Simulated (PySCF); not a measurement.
# How methods differ on the ionisation energy of Tc

Tc [Kr] 4d5 5s2 (6S) → Tc+ [Kr] 4d5 5s1 (7S), as a difference of total energies. Calculation: PySCF 2.14, in def2-QZVPPD with the def2 core potential (28 electrons) (7s5p4d4f2g, 88 functions); scalar relativity through the core potential. Correlated levels: valence: 4s2 4p6 frozen; valence and next inner shell: nothing frozen outside the core potential. The calculations carry no spin-orbit coupling.

```csv
method,ionisation energy (eV)
UHF,5.538
LDA,7.327
PBE0,6.724
r2SCAN,6.569
PBEsol,6.866
CAM-B3LYP,7.208
M06,7.721
r2SCAN0,6.585
SCS-MP2 (valence),7.021
MP2 (valence and next inner shell),6.911
SCS-MP2 (valence and next inner shell),7.063
```

Q: Estimate what PBE gives.

A: 6.895 eV, closest to MP2 (valence and next inner shell) among the rows shown.

Q: Estimate what MP2 (valence) gives.

A: 6.750 eV, closest to PBE0 among the rows shown.

Errors of the correlated levels include the incompleteness of this basis and the frozen core.

For comparison: 7.119 eV (measured; NIST Atomic Spectra Database, ionization energies).
